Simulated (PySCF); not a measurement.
Working out the excitation energy of Si

Si [Ne] 3s2 3p2 (3P) → Si [Ne] 3s1 3p2 4s1 (5P). Calculation: PySCF 2.14, in aug-cc-pVDZ-DK (5s4p2d, 27 functions); scalar relativity by spin-free X2C-1e. Frozen: [Ne]. Energies in hartree (1 hartree = 27.21139 eV):

| part | Si (lower) | Si (upper) |
| --- | --- | --- |
| UHF | -289.452928 | -289.133479 |
| MP2 opposite-spin | -0.038253 | 0.000000 |
| MP2 same-spin | -0.008249 | -0.013179 |

Task: What does Hartree-Fock give?

Result: (-289.133479) − (-289.452928) = 0.319449 hartree = 8.693 eV.

Task: What do MP2 and SCS-MP2 (6/5 opposite-spin, 1/3 same-spin) give?

Result: The opposite-spin parts differ by 1.041 eV and the same-spin parts by -0.134 eV. MP2: 8.693 + (1.041) + (-0.134) = 9.600 eV. SCS-MP2: 8.693 + 1.2 × (1.041) + (-0.134)/3 = 9.898 eV.

The upper state lies above the first ionisation limit, but in LS coupling its spin forbids autoionisation to the ground ion. A Rydberg-like electron needs more diffuse functions than a valence basis has.

A double-zeta basis recovers only part of the correlation energy.
